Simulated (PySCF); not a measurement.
# Nuclear quadrupole coupling in `CCO/C(C)=C\[SiH2]F`

Compound: C5H11FOSi.
Structure used (GFN2-xTB), in Å, numbered top down from 1:
```
atom  x, y, z in Å
C1    -2.101    1.705   -0.314
C2    -1.640    0.275   -0.077
O3    -0.228    0.276   -0.116
C4     0.478   -0.876    0.085
C5    -0.248   -2.184    0.166
C6     1.805   -0.745    0.177
Si7    2.592    0.940    0.073
F8     4.185    0.701    0.241
H9    -1.770    2.043   -1.292
H10   -1.672    2.358    0.440
H11   -3.185    1.759   -0.262
H12   -2.049   -0.385   -0.853
H13   -1.995   -0.076    0.902
H14   -0.791   -2.382   -0.758
H15    0.466   -2.986    0.328
H16   -0.964   -2.186    0.988
H17    2.403   -1.633    0.307
H18    2.244    1.819    1.184
H19    2.461    1.586   -1.228
```

Field gradients from the PBE0/pcSseg-1 density (PySCF, non-relativistic), principal values in atomic units, ordered |Vxx| ≤ |Vyy| ≤ |Vzz|:

```tsv
atom	Vxx	Vyy	Vzz
O3	-0.2767	-1.5832	1.8600
```

Q: Find the asymmetry η = (Vxx − Vyy)/Vzz and the couplings χ = eQV/h (234.96 MHz × Q in barn × V in au), with Q(17O) = −0.0256 b.

A: 
| atom | environment | nucleus | η | χzz (MHz) | χxx (MHz) | χyy (MHz) |
| --- | --- | --- | --- | --- | --- | --- |
| O3 | ether oxygen | 17O | 0.70 | -11.19 | 1.66 | 9.52 |

The tensor is traceless: Vxx + Vyy + Vzz = 0.

Q: What is Vzz at O3 in SI units (1 au = 9.71736 × 10²¹ V/m²)?

A: 1.8600 au = 18.074 × 10²¹ V/m².

Q: And the gradient at the other heavy atoms, for which no coupling is worked out here?

A: 
```json
{"atom": "C1", "environment": "methyl carbon", "Vzz (au)": "0.086", "η": "0.33"}
{"atom": "C2", "environment": "sp3 carbon bound to oxygen", "Vzz (au)": "0.423", "η": "0.05"}
{"atom": "C4", "environment": "vinylic carbon bearing oxygen", "Vzz (au)": "-0.419", "η": "0.03"}
{"atom": "C5", "environment": "allylic carbon", "Vzz (au)": "0.077", "η": "0.60"}
{"atom": "C6", "environment": "alkene CH carbon", "Vzz (au)": "0.138", "η": "0.59"}
{"atom": "Si7", "environment": "fluorine-bound silicon", "Vzz (au)": "0.842", "η": "0.11"}
{"atom": "F8", "environment": "silicon-bound fluorine", "Vzz (au)": "1.300", "η": "0.04"}
```

Were the hydrogens deuterons (Q(2H) = 0.00286 b), χzz would run from 110 kHz (H18 and H19) to 229 kHz (H17).

One conformer (not necessarily the lowest) at the GFN2-xTB geometry, without solvent, vibrations or thermal averaging. GFN2-xTB bond lengths can be off by several hundredths of an ångström, more for odd bonds, and the gradients follow them. A larger basis could move these couplings by a tenth or more.
